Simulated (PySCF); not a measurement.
N-methylmethanimine (C₂H₅N), SMILES CN=C. Atoms are numbered in the order given.

```xyz
8

C      0.1335     1.1380     0.0000
N     -0.5319    -0.1378     0.0000
C      0.1804    -1.1734     0.0000
H     -0.1866     1.7067    -0.8771
H     -0.1866     1.7067     0.8771
H      1.2310     1.0642     0.0000
H      1.2800    -1.1487     0.0000
H     -0.2986    -2.1520     0.0000
```
Charge 0, spin multiplicity 1.

Geometry optimised at PBE0-D3(BJ)/def2-TZVP.

The numbers are results of HF/def2-TZVPD (PySCF), not measurements.

ESP charges are fitted to the potential on shells at 1.4 to 2.0 van der Waals radii. Atomic charges (e):

```tsv
atom	IAO	ESP fit
C1	-0.23	0.01
N2	-0.30	-0.46
C3	-0.07	0.13
H4	0.14	0.07
H5	0.14	0.07
H6	0.09	0.03
H7	0.10	0.08
H8	0.14	0.07
```
